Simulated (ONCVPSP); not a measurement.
# Be: variants of one ONCV potential

Base potential:

ONCVPSP 4.0.1 input, shortened (lines: element, Z, core and valence counts, functional; n l f; lmax; l rc ep ncon nbas qcut; lloc lpopt rc5 dvloc0; l nproj debl; icmod fcfact rcfact), PBEsol, scalar-relativistic:

```
  Be 4.00    1    1  -116133      upf
    1    0    2.00
    2    0    1.00
    2
    0    1.90    0.00    4    8    4.00
    1    1.95    0.03    5    8    5.00
    2    2.00    0.12    5    8    5.40
    4    5    1.65    3.00
    0    1    2.40
    1    3    3.90
    2    2    0.90
    1    0.60    0.00
```

In the p channel the program set the typed energies aside and used 0.050, 3.950, 7.850 Ha.

Cutoffs, loose and tight: the cutoffs (Ha) at which the residual kinetic energy of the hardest occupied pseudo-wave falls to 1 and 0.1 mHa per electron. They do not see the model core or the augmentation charge, which bear on the density cutoff. Test errors are all-electron minus pseudo excitation energies from the reference, over the configurations 2s2; 2s1.5; 2s1 2p1; 2s0 2p2. A dash means not determined; rows that change the core or the reference have their own tests.

For the base: The cutoffs count occupied waves only; projector 2 of the p channel, the hardest unoccupied one, needs 44 Ha at the loose tolerance.

| change | outcome | cutoff, loose | cutoff, tight | bound ghosts | GHOST(+) flags above zero | largest test error (meV) |
| --- | --- | --- | --- | --- | --- | --- |
| base | generated, projector energies reset by the program | 6.0 Ha | 8.9 Ha | none | none | +14 |
| all radii but the core radius scaled by about 1.09 (s 2.08, p 2.14, d 2.18 bohr); local potential polynomial inside 1.80 bohr (lpopt 5, dvloc0 3 Ha) | generated, projector energies reset by the program | 5.5 Ha | 7.6 Ha | none | none | +18 |
| all radii but the core radius scaled by about 1.23 (s 2.34, p 2.40, d 2.46 bohr); local potential polynomial inside 2.02 bohr (lpopt 5, dvloc0 3 Ha) | generated, projector energies reset by the program | 4.9 Ha | 6.7 Ha | none | none | +33 |
| all radii but the core radius scaled by about 1.28 (s 2.42, p 2.50, d 2.56 bohr); local potential polynomial inside 2.10 bohr (lpopt 5, dvloc0 3 Ha) | generated, projector energies reset by the program | 4.8 Ha | 6.5 Ha | none | none | +135 |

**Question.** What comes out with this change to the base: all radii but the core radius scaled by about 0.78 (s 1.50, p 1.52, d 1.56 bohr); local potential polynomial inside 1.30 bohr (lpopt 5, dvloc0 3 Ha)?

**Answer.** outcome: generated, projector energies reset by the program; cutoff, loose: 6.6 Ha; cutoff, tight: 9.9 Ha; bound ghosts: none; GHOST(+) flags above zero: none; largest test error (meV): +9.1.

**Question.** What comes out with this change to the base: all radii but the core radius scaled by about 0.88 (s 1.66, p 1.72, d 1.76 bohr); local potential polynomial inside 1.46 bohr (lpopt 5, dvloc0 3 Ha)?

**Answer.** outcome: generated, projector energies reset by the program; cutoff, loose: 6.5 Ha; cutoff, tight: 13 Ha; bound ghosts: none; GHOST(+) flags above zero: none; largest test error (meV): +8.8.

Reading the sweep of the scale of all radii but the core radius (base = 1) (base included, trends over the rows without a ghost): The loose cutoff falls from 6.6 Ha at 0.78 to 4.8 Ha at 1.28. A larger radius leaves more room for a smooth pseudo-wave, so fewer plane waves are needed; a smaller one forces it to follow the all-electron wave where it bends sharply. The median size of the test errors (rows with all tests solved) rises from 4.5 meV at 0.78 to 34.8 meV at 1.28. More of the atom is replaced by a form fitted at one configuration, so other configurations suffer as the radius grows.
